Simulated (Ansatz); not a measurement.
Abstraction of H: C2H3I + CN → C2H2I + HNC

Species: C2H3I (vinyl iodide) `C=CI`, singlet; CN, doublet; C2H2I `[H]/[C]=C\I`, doublet; HNC (hydrogen isocyanide) `[C-]#[NH+]`, singlet. A radical takes H: the energy is the difference in strength between the C–H bond broken and the N–H bond made.

Shapes, held fixed at every level: PBE0-D4/def2-TZVP. Programs: Ansatz 0.2.0. The zero-point and thermal change to 298 K, harmonic and unscaled (PBE0-D4/def2-TZVP), is -6.6 kJ/mol.

(1) Estimate ΔH(298 K) of this reaction.

## Answers

(1) B2PLYP/def2-TZVPP gives ΔH(298 K) = -26.7 kJ/mol; the levels span -50.5 to -24.0. The median of the levels is -35.4. No measured value is set beside it here. Spin contamination: CN (⟨S²⟩ up to 1.11), C2H2I (⟨S²⟩ up to 0.98). Open shells run unrestricted. For atoms past krypton def2 sets carry core potentials with scalar relativity. Outer-core shells of I are correlated, in sets that cover them unevenly.

```json
{"level": "HF/def2-TZVPP", "kind": "Hartree–Fock", "ΔH(298 K) (kJ/mol)": "-49.8"}
{"level": "SPW92/def2-TZVPP", "kind": "LDA", "ΔH(298 K) (kJ/mol)": "-31.8"}
{"level": "PBE-D4/def2-TZVPP", "kind": "GGA", "ΔH(298 K) (kJ/mol)": "-24.0"}
{"level": "r2SCAN-D4/def2-TZVPP", "kind": "meta-GGA", "ΔH(298 K) (kJ/mol)": "-33.1"}
{"level": "B3LYP-D4/def2-TZVPP", "kind": "global hybrid", "ΔH(298 K) (kJ/mol)": "-39.7"}
{"level": "PBE0-D4/def2-TZVPP", "kind": "global hybrid", "ΔH(298 K) (kJ/mol)": "-37.8"}
{"level": "wB97M-V/def2-TZVPP", "kind": "range-separated hybrid", "ΔH(298 K) (kJ/mol)": "-50.5"}
{"level": "B2PLYP/def2-TZVPP", "kind": "double hybrid", "ΔH(298 K) (kJ/mol)": "-26.7"}
```
